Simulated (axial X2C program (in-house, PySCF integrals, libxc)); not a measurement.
# InF along the bond: HF, two-component

All values were computed with an in-house relativistic program for diatomic molecules. Two-component (2c) means X2C with spin–orbit coupling and atomic mean-field two-electron Coulomb and Gaunt terms. Basis: In dyall-cv3z [11s12p9d4f1g], F dyall-av3z [7s6p3d2f] (cores contracted in-house); Gaussian nuclei, density fitting, unrestricted open shells. Masses: In 114.904 u, F 18.998 u.

State: Ω = 0 (closed shell). Dipoles are positive if F is the positive end.

```csv
R (Å),μ (D),HOMO (eV),LUMO (eV)
1.739,-1.334,-8.91,0.72
1.819,-1.933,-9.12,0.64
1.879,-2.386,-9.28,0.58
1.939,-2.841,-9.43,0.52
1.999,-3.300,-9.58,0.45
2.069,-3.837,-9.75,0.37
2.139,-4.374,-9.92,0.29
2.229,-5.067,-10.11,0.19
2.339,-5.909,-10.33,0.06
2.499,-7.122,-10.58,-0.13
```

Task: The minimum lies at 1.978 Å. What is the dipole moment there, and its slope?

Result: At HF, 2c, with the sign and origin stated: μ = -3.14 D, dμ/dR = -7.65 D/Å.

The state is one determinant whose occupation by symmetry is held fixed; it was picked as the lowest of a PBE0 search that is not exhaustive. The closed shell is kept restricted, so the energy runs too high when the bond is stretched far.
